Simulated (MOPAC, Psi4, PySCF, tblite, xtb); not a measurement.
Dimer CH4S ··· Li+ (SMILES CS and [Li+]) (charge +1) at R = 2.71 Å between the centres of mass, closest contact 2.39 Å (lowest of the rigid-body minima from ten starts at GFN2-xTB). Geometry in Å and degrees:

```
C
H 1 1.0879
H 1 1.0879 2 110.35
H 1 1.0886 2 108.79 3 -119.28
S 1 1.8231 2 111.32 4 -116.60
H 5 1.3428 1 97.07 2 -61.84
Li 5 2.3856 6 109.98 1 -121.97
```

GFN2-xTB (tblite); SAPT0/jun-cc-pVDZ, all electrons correlated (Psi4); BLYP/def2-TZVP, counterpoise-corrected (Psi4); BLYP-D3(BJ)/def2-TZVP, counterpoise-corrected (Psi4); PBE/def2-TZVP, counterpoise-corrected (Psi4); PBE-D3(BJ)/def2-TZVP, counterpoise-corrected (Psi4); HF/aug-cc-pVTZ, counterpoise-corrected (Psi4); MP2/aug-cc-pVTZ = Psi4 with DF-MP2/aug-cc-pVTZ, all electrons correlated, counterpoise-corrected; SCS-MP2/aug-cc-pVTZ = DF-SCS-MP2/aug-cc-pVTZ, all electrons correlated, counterpoise-corrected (Psi4); AM1, restricted, heats of formation (MOPAC); PM6, restricted, heats of formation (MOPAC); GFN1-xTB (xtb); RKS-B3LYP/6-31G* = restricted B3LYP/6-31G*, spherical d, no counterpoise correction run with PySCF; RHF/LANL2DZ = restricted Hartree-Fock/LANL2DZ, with its core potentials past Ne, no counterpoise correction (PySCF); RKS-B3LYP/LANL2DZ = PySCF with restricted B3LYP/LANL2DZ, with its core potentials past Ne, no counterpoise correction; RHF/6-31G* = restricted Hartree-Fock/6-31G*, spherical d, no counterpoise correction (PySCF).

Task: What interaction energy does each level give?

Result: 
| method | E_int / kJ/mol |
|---|---|
| GFN1-xTB | -191.65 |
| BLYP-D3(BJ)/def2-TZVP | -127.35 |
| PBE-D3(BJ)/def2-TZVP | -124.28 |
| RKS-B3LYP/6-31G* | -121.24 |
| PBE/def2-TZVP | -120.59 |
| BLYP/def2-TZVP | -118.73 |
| GFN2-xTB | -117.70 |
| HF/aug-cc-pVTZ | -117.47 |
| RKS-B3LYP/LANL2DZ | -115.26 |
| MP2/aug-cc-pVTZ | -112.48 |
| SCS-MP2/aug-cc-pVTZ | -112.33 |
| RHF/6-31G* | -111.12 |
| SAPT0/jun-cc-pVDZ | -111.12 |
| RHF/LANL2DZ | -108.07 |
| PM6 | -96.37 |
| AM1 | -90.19 |
